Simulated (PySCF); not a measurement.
Re (rhenium, neutral) across methods

[Xe] 4f14 5d7, high-spin 4F determinant (an excited configuration). All numbers are calculated (PySCF 2.14, scalar relativity through the core potential, in aug-cc-pVTZ-PP with ECP60MDF (6s6p5d3f2g, 88 functions)).

```json
{"method": "LDA", "E (hartree)": "-78.1484", "mean ε 5p β (eV)": "-42.141", "mean ε 5d α (eV)": "-3.757", "mean ε 5d β (eV)": "-2.400", "Σ⟨r²⟩ (bohr²)": "53.39", "⟨S²⟩": "3.757"}
{"method": "r2SCAN", "E (hartree)": "-78.3335", "mean ε 5p β (eV)": "-42.782", "mean ε 5d α (eV)": "-3.689", "mean ε 5d β (eV)": "-2.247", "Σ⟨r²⟩ (bohr²)": "52.54", "⟨S²⟩": "3.765"}
{"method": "BLYP", "E (hartree)": "-78.2996", "mean ε 5p β (eV)": "-42.104", "mean ε 5d α (eV)": "-3.434", "mean ε 5d β (eV)": "-2.330", "Σ⟨r²⟩ (bohr²)": "53.79", "⟨S²⟩": "3.759"}
{"method": "PBE0", "E (hartree)": "-78.2985", "mean ε 5p β (eV)": "-44.391", "mean ε 5d α (eV)": "-4.630", "mean ε 5d β (eV)": "-3.162", "Σ⟨r²⟩ (bohr²)": "52.18", "⟨S²⟩": "3.759"}
{"method": "revPBE", "E (hartree)": "-78.3870", "mean ε 5p β (eV)": "-42.037", "mean ε 5d α (eV)": "-3.552", "mean ε 5d β (eV)": "-2.259", "Σ⟨r²⟩ (bohr²)": "53.31", "⟨S²⟩": "3.760"}
{"method": "TPSS", "E (hartree)": "-78.3011", "mean ε 5p β (eV)": "-42.244", "mean ε 5d α (eV)": "-3.465", "mean ε 5d β (eV)": "-2.277", "Σ⟨r²⟩ (bohr²)": "53.01", "⟨S²⟩": "3.757"}
{"method": "PBE", "E (hartree)": "-78.3418", "mean ε 5p β (eV)": "-42.062", "mean ε 5d α (eV)": "-3.598", "mean ε 5d β (eV)": "-2.295", "Σ⟨r²⟩ (bohr²)": "53.29", "⟨S²⟩": "3.758"}
{"method": "UHF", "E (hartree)": "-77.62057", "mean ε 5p β (eV)": "-50.652", "mean ε 5d α (eV)": "-7.374", "mean ε 5d β (eV)": "-5.079", "Σ⟨r²⟩ (bohr²)": "51.20", "⟨S²⟩": "3.770"}
{"method": "wB97X-V", "E (hartree)": "-78.2568", "mean ε 5p β (eV)": "-46.884", "mean ε 5d α (eV)": "-6.618", "mean ε 5d β (eV)": "-5.359", "Σ⟨r²⟩ (bohr²)": "51.71", "⟨S²⟩": "3.757"}
```

Energies and moments cover only the electrons outside the core potential. Spin-orbit coupling, absent here, splits the open shell strongly.
